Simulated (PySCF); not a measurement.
## Electron correlation in Al (aluminium, neutral)

[Ne] 3s2 3p1, 2P determinant. All numbers are calculated (PySCF 2.14, scalar relativity by spin-free X2C-1e, in ANO-RCC-VTZP). Frozen: [Ne]; 3 electrons correlated.

MP2 pair energies summed by pair of shells (mhartree):

```
 pair  energy  share (%)
3s-3s  -19.65       56.8
3s-3p  -14.97       43.2
```

Total MP2 correlation energy: -34.62 mhartree.

Same-spin part -2.47 and opposite-spin part -32.15 mhartree; SCS-MP2 scales them by 1/3 and 6/5 to -39.40 mhartree.
